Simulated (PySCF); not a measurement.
Simulation results for CH5GeO2, B2GeH4O, CH4GeO2, BClGeH2N and others

Computed with PySCF 2.14.0. Calculation on a computer-drawn molecule: the log of a Hartree-Fock and frozen-core CCSD(T) single point meant for a local Hartree-Fock minimum, with one planted fault or none, to be diagnosed. Offsets are logged minus clean, where the clean run is the same molecule without the fault. The reference is restricted for singlets and unrestricted otherwise, and also for a bond in bohr or an excited solution. Adding or removing an electron swaps singlet and doublet. The excited solution moves the top pair (singlet) or top alpha electron (doublet) to the lowest empty orbital. Highest occupied and lowest empty are orbital energies over both spins, largest force is the largest gradient component, triples share is (T) over the correlation energy, the T1 limit is 0.02 restricted and 0.045 unrestricted, electrons count all cores, a negative frequency is imaginary (commonest isotopes), and the dipole is about the centre of nuclear charge; on germanium a core potential holds 10 electrons, which the energies leave out, and 3d is frozen in MP2 and coupled-cluster steps.

Common to all runs: meant basis and core potential on germanium cc-pVDZ-PP ECP10MDF; logged SCF converged yes; logged CC converged yes; logged SCF stable within its kind yes; possible faults no fault, one electron removed, one electron added, multiplicity raised by two, geometry at a saddle point, SCF held on an excited solution, minimal basis STO-3G, one bond length entered in bohr, all coordinates scaled.

```yaml
- entry: 1
  formula: CH5GeO2
  logged_structure:
    atoms_angstrom:
      - [C, -1.1085, -1.9076, 3.0535]
      - [Ge, -1.708, -0.7676, 1.8937]
      - [O, -2.0953, -1.4484, 0.49]
      - [O, -0.5145, 0.212, 1.4909]
      - [H, -0.2558, -2.3729, 2.9159]
      - [H, -1.5898, -2.1164, 3.8825]
      - [H, -2.7973, -0.0633, 2.3714]
      - [H, -2.7899, -1.9472, 0.4916]
      - [H, -0.5487, 0.4758, 0.6768]
  given:
    meant_charge: 0
    meant_multiplicity: 2
    meant_basis: cc-pVDZ
    logged_electrons: 59
    logged_basis_functions: 90
    logged_spin_squared: 0.7573
    "logged_highest_occupied [eV]": -10.87
    "logged_lowest_empty [eV]": 2.3748
    "logged_largest_force [hartree/bohr]": 0.13529
    logged_T1_diagnostic: 0.010259
    logged_D1_diagnostic: 0.035337
    logged_triples_share: 0.01883
    "logged_dipole_magnitude [debye]": 1.9756
    "logged_energy_HF [hartree]": -483.77699
    "logged_energy_CCSD(T) [hartree]": -484.38679
    drawn_bonds_atom: [1, 2, 2, 1, 1, 2, 3, 4]
    drawn_bonds_other_atom: [2, 3, 4, 5, 6, 7, 8, 9]
    drawn_bonds_order: [1, 1, 1, 1, 1, 1, 1, 1]
  results:
    planted_fault: "all coordinates scaled, by -9.6 %"
    "HF_energy_offset_from_clean_run [kcal/mol]": 71.8
    "CCSD(T)_energy_offset_from_clean_run [kcal/mol]": 87.83
- entry: 2
  formula: B2GeH4O
  logged_structure:
    atoms_angstrom:
      - [B, -1.0975, 0.3402, 2.3632]
      - [O, -0.2164, 0.0874, 1.3536]
      - [B, -0.4373, 0.2381, 0.0072]
      - [Ge, 1.1183, -0.2471, -1.3545]
      - [H, -0.719, 0.1595, 3.4856]
      - [H, -2.2066, 0.7281, 2.1155]
      - [H, -1.5269, 0.6086, -0.3621]
      - [H, 1.6191, 1.2575, -1.3886]
  given:
    meant_charge: 0
    meant_multiplicity: 1
    meant_basis: cc-pVDZ
    logged_electrons: 55
    logged_basis_functions: 85
    logged_spin_squared: 0.7631
    "logged_highest_occupied [eV]": -0.96689
    "logged_lowest_empty [eV]": 6.2473
    "logged_largest_force [hartree/bohr]": 0.042654
    logged_T1_diagnostic: 0.020454
    logged_D1_diagnostic: 0.07332
    logged_triples_share: 0.028883
    "logged_dipole_magnitude [debye]": 4.6596
    "logged_energy_HF [hartree]": -419.97303
    "logged_energy_CCSD(T) [hartree]": -420.46658
    drawn_bonds_atom: [1, 2, 3, 1, 1, 3, 4]
    drawn_bonds_other_atom: [2, 3, 4, 5, 6, 7, 8]
    drawn_bonds_order: [1, 1, 1, 1, 1, 1, 1]
  results:
    planted_fault: "one electron added"
    "HF_energy_offset_from_clean_run [kcal/mol]": -5.972
    "CCSD(T)_energy_offset_from_clean_run [kcal/mol]": -14.81
- entry: 3
  formula: CH4GeO2
  logged_structure:
    atoms_angstrom:
      - [C, 1.8978, 1.3104, 2.7922]
      - [O, 1.3623, 0.6293, 1.6849]
      - [Ge, 2.2152, 0.2063, 0.2292]
      - [O, 1.5351, -0.5771, -1.0032]
      - [H, 2.9536, 1.5668, 2.6559]
      - [H, 1.3365, 2.231, 2.9528]
      - [H, 1.8062, 0.6821, 3.6782]
      - [H, 3.6432, 0.7101, 0.38]
  given:
    meant_charge: 0
    meant_multiplicity: 1
    meant_basis: cc-pVDZ
    logged_electrons: 57
    logged_basis_functions: 85
    logged_spin_squared: 0.7577
    "logged_highest_occupied [eV]": -18.015
    "logged_lowest_empty [eV]": -5.9752
    "logged_largest_force [hartree/bohr]": 0.13374
    logged_T1_diagnostic: 0.023364
    logged_D1_diagnostic: 0.093061
    logged_triples_share: 0.027049
    "logged_dipole_magnitude [debye]": 2.9518
    "logged_energy_HF [hartree]": -482.95352
    "logged_energy_CCSD(T) [hartree]": -483.55163
    drawn_bonds_atom: [1, 2, 3, 1, 1, 1, 3]
    drawn_bonds_other_atom: [2, 3, 4, 5, 6, 7, 8]
    drawn_bonds_order: [1, 1, 2, 1, 1, 1, 1]
  results:
    planted_fault: "one electron removed"
    "HF_energy_offset_from_clean_run [kcal/mol]": 192.0
    "CCSD(T)_energy_offset_from_clean_run [kcal/mol]": 230.0
- entry: 4
  formula: BClGeH2N
  logged_structure:
    atoms_angstrom:
      - [Cl, -0.8892, -2.4852, 2.604]
      - [B, -0.5062, -1.7832, 1.2109]
      - ["N", -0.2131, -1.2467, 0.1455]
      - [Ge, 0.1788, -0.5224, -1.2842]
      - [H, -0.6425, -0.799, -2.4556]
      - [H, 1.3322, 0.3673, -1.3236]
  given:
    meant_charge: 1
    meant_multiplicity: 1
    meant_basis: "cc-pV(D+d)Z"
    logged_electrons: 62
    logged_basis_functions: 84
    logged_spin_squared: 0.0
    "logged_highest_occupied [eV]": -16.955
    "logged_lowest_empty [eV]": -4.935
    "logged_largest_force [hartree/bohr]": 0.038744
    logged_T1_diagnostic: 0.015033
    logged_D1_diagnostic: 0.041139
    logged_triples_share: 0.032441
    "logged_dipole_magnitude [debye]": 3.0758
    "logged_energy_HF [hartree]": -832.96556
    "logged_energy_CCSD(T) [hartree]": -833.44916
    drawn_bonds_atom: [1, 2, 3, 4, 4]
    drawn_bonds_other_atom: [2, 3, 4, 5, 6]
    drawn_bonds_order: [1, 1, 2, 1, 1]
  results:
    planted_fault: "all coordinates scaled, by -3.3 %"
    "HF_energy_offset_from_clean_run [kcal/mol]": 6.233
    "CCSD(T)_energy_offset_from_clean_run [kcal/mol]": 10.32
- entry: 5
  formula: Ge2H5N2
  logged_structure:
    atoms_angstrom:
      - ["N", -0.8942, 1.4692, -2.1973]
      - [Ge, -1.8204, 1.3493, -0.7133]
      - ["N", -1.2133, 0.3883, 0.9632]
      - [Ge, 0.349, -0.5216, 1.2951]
      - [H, 0.0696, 1.0198, -2.2787]
      - [H, -3.2572, 1.9289, -0.3615]
      - [H, -1.9061, 0.415, 1.7786]
      - [H, 0.5605, -1.1888, 2.7293]
      - [H, 1.4283, -0.6026, 0.1254]
  given:
    meant_charge: 1
    meant_multiplicity: 1
    meant_basis: cc-pVDZ
    logged_electrons: 82
    logged_basis_functions: 99
    logged_spin_squared: 0.0
    "logged_highest_occupied [eV]": -13.606
    "logged_lowest_empty [eV]": -4.8583
    "logged_largest_force [hartree/bohr]": 0.044379
    logged_T1_diagnostic: 0.032259
    logged_D1_diagnostic: 0.11362
    logged_triples_share: 0.043661
    "logged_dipole_magnitude [debye]": 7.5545
    "logged_energy_HF [hartree]": -698.21969
    "logged_energy_CCSD(T) [hartree]": -698.81681
    drawn_bonds_atom: [1, 2, 3, 1, 2, 3, 4, 4]
    drawn_bonds_other_atom: [2, 3, 4, 5, 6, 7, 8, 9]
    drawn_bonds_order: [2, 1, 1, 1, 1, 1, 1, 1]
  results:
    planted_fault: "all coordinates scaled, by +5.9 %"
    "HF_energy_offset_from_clean_run [kcal/mol]": 19.11
    "CCSD(T)_energy_offset_from_clean_run [kcal/mol]": 4.841
  notes: ["T1 above single-reference limit"]
```
